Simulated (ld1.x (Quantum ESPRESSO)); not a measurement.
## iodine, TM: configuration errors across variants

iodine, norm-conserving Troullier–Martins (Kleinman–Bylander form), made with ld1.x (Quantum ESPRESSO) 7.5 (PBE, scalar-relativistic). Core [Kr] 4d10, reference 5s2 5p2 (charge +3). Waves: 5s (bound): rc 1.30 bohr; 5p (bound): rc 1.75 bohr. Local part: all-electron potential smoothed inside 1.00 bohr (lloc = -2). Core correction: a·sin(br)/r model core inside 0.70 bohr.

All-electron excitation energies from the reference (eV): (1) 5s2 5p4 -49.174; (2) 5s2 5p3 -29.328; (3) 5s2 5p1 39.425; (4) 5s1 5p5 -38.194; (5) 5s1 5p6 -49.891.

Tests that are not counted but printed errors over 1 eV. “base”: 5s2 5p5.3 (pseudo-atom not self-consistent, printed error +1.2 eV). “local potential all-electron potential smoothed inside 1.12 bohr (lloc = -2)”: 5s2 5p5 (solver errors, printed error -246 eV); 5s2 5p5.3 (solver errors, printed error -211 eV).

A true bound ghost makes a file unfit for plane-wave use even where its test errors are small: the radial tests pick states by their node count and pass the ghost by. Where a test does run into it, the solver fails or the error is huge.

Errors AE − PS in meV (a dash: test not solved or not reliable):

| change | (1) | (2) | (3) | (4) | (5) | bound ghosts |
| --- | --- | --- | --- | --- | --- | --- |
| base | -141 | -29 | -44 | -79 | -194 | s, d, p |
| local potential all-electron potential smoothed inside 0.74 bohr (lloc = -2) | +2.2 | +2.7 | -26 | -15 | -9.0 | s, p, d |
| local potential all-electron potential smoothed inside 0.92 bohr (lloc = -2) | -28 | -5.5 | -33 | -29 | -42 | s, p, d |
| local potential all-electron potential smoothed inside 1.12 bohr (lloc = -2) | +80 | +25 | -9.6 | +36 | +105 | s, d, p |
| local potential all-electron potential smoothed inside 1.50 bohr (lloc = -2) | +40 | +15 | -7.2 | -5.1 | +17 | d |
| local potential all-electron potential smoothed inside 1.62 bohr (lloc = -2) | +29 | +11 | -14 | -7.4 | +11 | none |
| local potential all-electron potential smoothed inside 1.76 bohr (lloc = -2) | +22 | +8.6 | -18 | -9.3 | +6.1 | none |
| local potential all-electron potential smoothed inside 1.96 bohr (lloc = -2) | +12 | +5.6 | -22 | -13 | -2.1 | none |

Give the same row for: local potential all-electron potential smoothed inside 1.22 bohr (lloc = -2).

+4.8, +0.9, -40, +4.6, +35; bound ghosts: s, d.
